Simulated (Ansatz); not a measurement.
C$_{2}$H$_{2}$ClIn, SMILES `C#[C][InH][Cl]`. Total charge 0; spin multiplicity 1. In: def2 effective core potential. Geometry: relaxed with PBE0-D4/def2-TZVP.

```xyz
6

C    -1.007   -0.631   -1.614
C    -0.442   -0.293   -0.600
In    0.503    0.264    1.156
Cl    2.222    1.797    0.812
H    -1.500   -0.924   -2.513
H     0.223   -0.212    2.759
```

Q: What is the dipole moment at PBE/def2-TZVPP? (Best estimate.)

A: The calculation gave: 2.50 D, with components (-1.87, -1.65, 0.24) D in this frame, pointing from negative to positive charge.

Q: And with r2SCAN, B3LYP, ωB97M-V? (Best estimate.)

A: Computed: r2SCAN 2.65 D, B3LYP 2.62 D, ωB97M-V 2.66 D.

Q: Give the Mulliken charges with PBE, ωB97M-V, r2SCAN in def2-TZVPP. (An estimate is asked.)

A: The calculation gave: 
| atom | PBE | ωB97M-V | r2SCAN |
| --- | --- | --- | --- |
| C1 | 0.11 | 0.05 | 0.02 |
| C2 | -0.47 | -0.53 | -0.48 |
| In3 | 0.61 | 0.67 | 0.73 |
| Cl4 | -0.37 | -0.37 | -0.40 |
| H5 | 0.21 | 0.23 | 0.22 |
| H6 | -0.08 | -0.05 | -0.08 |

B3LYP here is the variant with VWN-RPA as its local correlation; programs differ in this.
